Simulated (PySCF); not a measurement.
Bond curve of AsP

Set-up: As def2-SVP, P def2-SVP; no relativity (PySCF 2.14). Energies in eV from As + P in their ground configurations at the same level. State: ¹Σ⁺ (singlet), closed shell.

Curves on a restricted Hartree–Fock reference rise too fast on stretching and do not dissociate correctly.

| R (Å) | PBEsol | RHF-MP2 |
| --- | --- | --- |
| 1.715 | -2.804 | -1.313 |
| 1.795 | -3.953 | -2.512 |
| 1.874 | -4.611 | -3.215 |
| 1.934 | -4.865 | -3.505 |
| 1.994 | -4.964 | -3.642 |
| 2.054 | -4.943 | -3.666 |
| 2.134 | -4.776 | -3.573 |
| 2.233 | -4.414 | -3.332 |
| 2.353 | -3.847 | -2.962 |
| 2.512 | -2.996 | -2.474 |

Task: Put a parabola through the three lowest points of the PBEsol curve and estimate Re, k and ωe (reduced mass 21.91 u; 1 eV/Å² = 0.16022 mdyn/Å; ωe = 1302.8·√(k/μ) cm⁻¹).

Result: Through R = 1.934, 1.994, 2.054 Å the second-order coefficient is 16.7 eV/Å², so Re ≈ 2.013 Å, k ≈ 5.34 mdyn/Å and ωe ≈ 643 cm⁻¹. A polynomial fit of higher order to the unrounded PBEsol energies gives Re = 2.012 Å, k = 4.96 mdyn/Å, ωe = 620 cm⁻¹; anharmonicity and rounding make the difference.

The higher-order fit for each curve: PBEsol: Re = 2.012 Å, ωe = 620 cm⁻¹, De = 4.97 eV; RHF-MP2: Re = 2.038 Å, ωe = 559 cm⁻¹, De = 3.67 eV.

Correlated steps freeze 14 core orbitals. Correlated levels converge slowly with the basis: in double zeta they bind strong bonds too weakly, by up to about 1 eV, and carry superposition errors of some tenths. Where the molecule has an RHF reference, its open-shell atoms are computed with UHF.
